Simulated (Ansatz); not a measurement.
System: C₅H₇Si, net charge 0, doublet state. It need not be the lowest isomer of its formula. 
Structure (B3LYP-D3(BJ)/def2-TZVP (Ansatz, a quantum-chemistry and plane-wave program) minimum search):
```
C
C 1 1.3323
C 2 1.4905 1 114.71
H 3 1.0945 2 112.27 1 119.75
H 3 1.0945 4 106.91 2 -123.55
C 1 1.4933 2 104.62 3 0.00
C 6 1.3425 1 110.76 2 0.00
H 7 1.0802 6 126.80 1 -180.00
H 6 1.0820 7 125.85 8 0.00
Si 1 1.8582 2 128.11 3 -180.00
H 10 1.4787 1 109.66 2 0.00
H 10 1.4832 11 109.57 1 -121.04
H 10 1.4832 11 109.57 12 -117.93
```
Charge 0, spin multiplicity 2.

Total electronic energies in hartree. Valence correlation only, unless marked. Open shells are spin-unrestricted. Spin-orbit coupling is left out. No relativistic terms. CBS marks a two-point X^-3 extrapolation of the correlation energy; Hartree-Fock from the larger set.

The UHF reference is spin-contaminated (<S^2> 0.49 over the pure value in the largest basis). 

```
level                                        program  energy (Eh)
------------------------------------  --------------  -----------
HF/STO-3G                                     Ansatz   -476.61034
HF/6-31G*                                     Ansatz   -482.23116
HF/cc-pwCVTZ                                  Ansatz   -482.33043
SVWN5/def2-TZVPD                              Ansatz   -481.21219
B3LYP/def2-TZVPD                              Ansatz   (withheld)
BHLYP-D4/def2-TZVPD                   Ansatz + dftd4   -484.07740
MP2/6-31G*                                    Ansatz   -482.88214
CCSD/cc-pVTZ                                  Ansatz   -483.25384
CCSD(T)/CBS(cc-pV(T+d)Z,cc-pV(Q+d)Z)          Ansatz    -483.4055
```

### Question
Fill in the missing entries.

### Answer

- B3LYP/def2-TZVPD, energy (Eh): -484.21065
